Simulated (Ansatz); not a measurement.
The cluster Ag₅Se⁻, relaxed as a singlet with RKS r2SCAN-D4/def2-SVPD in Ansatz, starting from the GFN1-xTB geometry. Force threshold 0.02 eV/Å.

In the def2 sets Ag takes a core potential; there is no spin–orbit coupling. The relaxation made no stability test and no search for a lower SCF solution. No other spin state of charge -1 was run. The structure comes from a short search, and lower isomers may exist.

Start:

```xyz
6

Ag   -0.373   -0.675    1.925
Ag    1.606   -1.272    0.166
Ag   -1.006   -0.703   -0.854
Ag    0.474    1.445    0.079
Ag    1.298    0.131   -2.214
Se   -1.999    1.074    0.897
```

| step | energy (eV) | largest force component (eV/Å) | SCF passes |
| --- | --- | --- | --- |
| 1 | -85349.7123 | 0.330 | 23 |
| 2 | -85349.7448 | 0.231 | 24 |
| 3 | -85349.7546 | 0.044 | 24 |
| 4 (rejected) | -85349.7538 | 0.069 | 24 |
| 5 | -85349.7568 | 0.022 | 24 |
| 6 | -85349.7621 | 0.061 | 25 |
| 7 | -85349.7707 | 0.116 | 25 |
| 8 | -85349.7731 | 0.234 | 25 |
| 9 | -85349.8243 | 0.210 | 28 |
| 10 | -85349.8553 | 0.114 | 24 |
| 11 (rejected) | -85349.8459 | 0.280 | 28 |
| 12 | -85349.8640 | 0.017 | 23 |
| 13 (rejected) | -85349.8639 | 0.034 | 23 |
| 14 | -85349.8644 | 0.004 | 23 |

Force components are those of the run's own axes.

End:

Cartesian coordinates in Å:
```
Ag -0.151 -0.628 1.849
Ag 1.437 -1.940 0.129
Ag -0.830 -0.654 -0.769
Ag -0.036 1.907 -0.422
Ag 1.528 0.269 -1.862
Se -1.948 1.046 1.075
```

Bonds lost: Ag2–Ag4 (atoms count from 1). The end is the same structure that another start reached.

The force fell under the threshold at step 12, but the optimiser went on. No frequencies were taken in this run, so the end may be a saddle point.

Hardware: 4 threads of Arm Neoverse V1 on a shared host. Wall time 2.5 min.
